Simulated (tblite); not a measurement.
Species: C4H8NSi3 (doublet state).
SMILES with atom numbers: `[CH:1]#[C:2][SiH:3][Si@H:4]([C:5]#[N:6])[CH2:7][SiH3:8]` (hydrogens: H9 on C1; H10 on Si3; H11 on Si4; H12, H13 on C7; H14, H15, H16 on Si8)
Bond orders are those of one Lewis drawing.

Computed with GFN2-xTB (tblite), gas phase: L-BFGS steps from a force-field or distance-geometry start until the largest atomic force falls under 0.01 eV/Å.

At the end of the run (lengths in Å): Si4–C5 1.873, C7–Si8 1.902, C7–H12 1.091, Si4–H11 1.480, C7–H13 1.091, Si3–Si4 2.286, C1≡C2 1.207, C2–Si3–Si4 115.4°, Si3–Si4–C5 103.3°, Si3–Si4–C7 108.2°, C1–C2–Si3 174.2°, C2–Si3–Si4–C5 161°, Si3–Si4–C7–Si8 164°, H10–Si3–Si4–C5 -64°, H11–Si4–Si3–C2 -82°.

**Question.** These geometries were met on the way; a selection of coordinates is given. Order them by energy above the end point, lowest first.
A. Si4–C5 1.814, C7–Si8 1.843, C7–H12 1.128, Si4–H11 1.450, C7–H13 1.120, Si3–Si4 2.265, C1≡C2 1.231, C2–Si3–Si4 107.4°, Si3–Si4–C5 106.1°, Si3–Si4–C7 109.5°, C1–C2–Si3 179.2°, C2–Si3–Si4–C5 98°, Si3–Si4–C7–Si8 -148°, H10–Si3–Si4–C5 -142°, H11–Si4–Si3–C2 -142°
B. Si4–C5 1.875, C7–Si8 1.902, C7–H12 1.090, Si4–H11 1.474, C7–H13 1.088, Si3–Si4 2.284, C1≡C2 1.209, C2–Si3–Si4 121.8°, Si3–Si4–C5 100.1°, Si3–Si4–C7 115.0°, C1–C2–Si3 168.4°, C2–Si3–Si4–C5 135°, Si3–Si4–C7–Si8 180°, H10–Si3–Si4–C5 -81°, H11–Si4–Si3–C2 -112°
C. Si4–C5 1.868, C7–Si8 1.914, C7–H12 1.094, Si4–H11 1.478, C7–H13 1.092, Si3–Si4 2.286, C1≡C2 1.208, C2–Si3–Si4 117.3°, Si3–Si4–C5 102.2°, Si3–Si4–C7 113.8°, C1–C2–Si3 174.7°, C2–Si3–Si4–C5 113°, Si3–Si4–C7–Si8 -163°, H10–Si3–Si4–C5 -103°, H11–Si4–Si3–C2 -135°
D. Si4–C5 1.871, C7–Si8 1.910, C7–H12 1.092, Si4–H11 1.469, C7–H13 1.092, Si3–Si4 2.286, C1≡C2 1.205, C2–Si3–Si4 109.9°, Si3–Si4–C5 110.7°, Si3–Si4–C7 110.7°, C1–C2–Si3 171.5°, C2–Si3–Si4–C5 100°, Si3–Si4–C7–Si8 -146°, H10–Si3–Si4–C5 -140°, H11–Si4–Si3–C2 -144°
E. Si4–C5 1.856, C7–Si8 1.899, C7–H12 1.091, Si4–H11 1.463, C7–H13 1.090, Si3–Si4 2.259, C1≡C2 1.209, C2–Si3–Si4 107.2°, Si3–Si4–C5 106.5°, Si3–Si4–C7 109.6°, C1–C2–Si3 178.9°, C2–Si3–Si4–C5 98°, Si3–Si4–C7–Si8 -149°, H10–Si3–Si4–C5 -142°, H11–Si4–Si3–C2 -142°

**Answer.** B (0.067 eV), C (0.111 eV), D (0.181 eV), E (0.292 eV), A (0.478 eV).

```tsv
step	E above end (eV)	rms distance from the end, all atoms (Å)	largest force (eV/Å)	rms shift of all bonds from the end (Å)
80	0.067	0.437	0.198	0.003
65	0.111	0.747	0.261	0.005
14	0.181	1.084	0.288	0.004
4	0.292	1.091	0.384	0.010
0	0.478	1.091	3.379	0.030
```

Rows stand in the order of the answer.
